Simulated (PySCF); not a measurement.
stibine (H3Sb), SMILES [SbH3].

The structure is a stationary point at PBE0-D3(BJ)/def2-TZVPD. The def2 effective core potentials stand for the cores of Sb; spin–orbit coupling is left out.

These are HF/def2-TZVPD in PySCF values and carry that method's errors.

The molecule is in vacuum.

Computed frontier levels, gap, dipole moment and polarisability:
| Quantity | Value |
|---|---|
| highest occupied level | -9.81 eV |
| lowest empty level | 1.81 eV |
| orbital gap | 11.62 eV |
| dipole moment | 0.32 D |
| quadrupole, principal values (traceless, Buckingham form, about the centre of nuclear charge) | -2.56, 1.28, 1.28 D·Å |
| mean static polarisability | 46.0 bohr³ (6.82 Å³) |
| polarisability, principal values | 45.8, 45.8, 46.5 bohr³ |
